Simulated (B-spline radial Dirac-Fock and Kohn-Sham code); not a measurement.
## Binding energies of Nb²⁷⁺

System: niobium as Nb²⁷⁺, [Ne] 3s2 3p2; nuclear rms radius 4.324 fm (A = 93).

Model: multi-electron Dirac-Fock with separately optimised hole states, Breit and Lamb-shift corrections added in first order. Program: a radial finite-basis atomic code. Correlation energy is missing from these numbers. Energies are counted from the vacuum level.

All terms are in eV, carry their sign (relaxation lowers the binding energy) and add up to the binding energy; ⟨r⟩ is the mean radius of the orbital in the initial state.

```
subshell  −ε (Koopmans)  relaxation   Breit  self-energy  vacuum polarisation  binding energy  ⟨r⟩ (bohr)
      1s        20432.9      -25.07  -33.83       -18.84                 2.15         20357.3       0.036
      2s         4017.7       -4.61   -3.12        -2.22                 0.23          4008.0       0.155
   2p1/2         3792.7       -6.33   -5.09         0.21                -0.01          3781.5       0.132
   2p3/2         3693.7       -5.89   -3.41         0.01                -0.02          3684.4       0.137
      3s         1507.3       -0.44   -0.69        -0.54                 0.05          1505.7       0.386
      3p         1423.7       -0.47   -0.84         0.01                 0.00          1422.4       0.377
```

For the deepest level, K (1s), the Breit terms make up -0.166 % of the binding energy, QED -0.082 % and orbital relaxation -0.123 %.

Spin-orbit splittings: 2p 97.11 eV.

Going to the tabulated ground configuration of the next ion removes an electron from M2,3 (3p), computed at 1422.4 eV. NIST lists 1439 ± 3 eV as the ionisation energy of this species (semi-empirical), +16.58 eV from the computed value. Where a p, d or f shell is open in either ion the computed value averages over both j values and all terms, while the table refers to the lowest levels; that difference holds spin-orbit splitting (largest in heavy or highly charged ions), term energies where several electrons share open shells, and correlation, and it can reach 10 % or more.
